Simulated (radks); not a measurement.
The numbers below are computed, except where a source is named.
Spherical quantum dot in the effective-mass picture: electrons in a hard-walled sphere of radius 12.7, with a point charge +2 (a donor) at the centre, all in effective atomic units (hartree* = m*/eps^2 hartree, bohr* = eps/m* bohr), one dielectric constant everywhere. Level of theory: non-relativistic Kohn-Sham, LDA (Slater exchange, Perdew-Wang correlation), spin-polarised, spherical densities (a radial shooting solver with Libxc functionals). Levels are named by radial order and angular momentum (1s, 1p, 1d, 2s, ...), and open shells are averaged over m.

N = 22, configuration 1s2 1p6 1d10 2s2 1f(up 2, down 0). This is the lowest configuration that the search found (a dilute case). Occupied and some empty levels:

level    occupation  eigenvalue (hartree*)  <r> (bohr*)
1s down           1                 1.4922       0.9606
1s up             1                 1.4922       0.9606
2s up             1                 1.8315        9.797
2s down           1                 1.8370        9.784
1p up             3                 1.8426        9.846
1p down           3                 1.8481        9.835
1d up             5                 1.8645        9.926
1d down           5                 1.8701        9.918
1f up             2                 1.8964        10.02
1f down           0                 1.9020        10.01
1g up             0                 1.9379        10.11
1g down           0                 1.9436        10.10
2p up             0                 2.0630        6.772
2p down           0                 2.0650        6.742
2d up             0                 2.1176        7.501
2d down           0                 2.1201        7.483

Energy (hartree*): total 16.2351, kinetic 5.6975, external -10.749, Hartree 25.112, exchange-correlation -3.8252.
